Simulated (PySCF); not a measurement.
Calculation: PBE-D3(BJ)/def2-TZVP // B3LYP-D3(BJ)/def2-TZVP (PySCF). Gas-phase values, no solvent. Excitations are Tamm–Dancoff values on a coarser integration grid. The basis has no diffuse functions, so Rydberg states are missing or too high.

Reference species (SMILES): `BrB(C)Br` (neutral, multiplicity 1).

```
Quantity           Result
---------------  --------
S1–T1 gap (TDA)   0.16 eV
LUMO             -2.48 eV
```

Changed species: `BrB(Br)Br` (0 of 3 Br replaced by CH3; the reference has 1 of 3 Br replaced by CH3).

What does the change do to the S1–T1 gap (TDA) and LUMO?

the S1–T1 gap (TDA) hardly moves; the LUMO falls by 0.48 eV, to -2.96 eV.
